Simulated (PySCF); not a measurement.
Geometry (Å), atoms numbered from 1 in this order:
```xyz
18

O    -0.2275   -0.9619    0.7962
C     0.1252    0.0108    0.1569
C     1.5483    0.4455    0.1343
C     2.5944   -0.6378    0.2705
C     2.3344    0.2641    1.4158
C    -0.8482    0.8151   -0.6314
C    -1.9843    0.0587   -1.2872
C    -2.2604    0.8936   -0.0961
H     1.7866    1.3108   -0.4887
H     2.2011   -1.6559    0.3373
H     3.5150   -0.5170   -0.3055
H     1.7680   -0.1445    2.2570
H     3.0664    1.0365    1.6641
H    -0.4513    1.6880   -1.1553
H    -1.9660   -1.0253   -1.1457
H    -2.3113    0.4060   -2.2704
H    -2.7887    1.8420   -0.2207
H    -2.4272    0.3732    0.8509
```

Non-relativistic, equivalent nuclei averaged, single conformer, no solvent. B97-2/pcSseg-1 with gauge-including orbitals; coordinates at the PBE0-D3(BJ)/def2-SVP level; PySCF 2.14.0 with density-fitted response routines.

δ = σ(ref) − σ, references computed at the same level: TMS for ¹³C and ¹H; ¹⁷O vs H2O.

```csv
atoms,nucleus,count,δ (ppm)
C4/C5/C7/C8,¹³C,4,?
C2,¹³C,1,212.0
C3/C6,¹³C,2,22.4
H11/H13/H16/H17,¹H,4,0.82
O1,¹⁷O,1,?
H9/H14,¹H,2,1.77
H10/H12/H15/H18,¹H,4,1.09
```

**Question.** Fill in the missing shifts.

**Answer.** 
- C4/C5/C7/C8: 14.5 ppm, three-membered-ring carbon; carbons of three-membered rings are unusually shielded
- O1: 523.6 ppm, ketone oxygen

Shifts are as computed. Against solution values, carbons near 30 ppm lie about +1 ppm off and those near 130 ppm about +2 ppm. Of 1211 compounds with measured shifts, 218 miss one by over three times the rms of a fit or turn the order of signals round; such compounds aren't used in these exercises. Unscaled 17O shifts of doubly bonded oxygen tend to come out too high, by tens of ppm or more. Experimental scales use liquid or dissolved standards, which lie at an offset from isolated H2O (liquid H2O: subtract about 36 ppm).
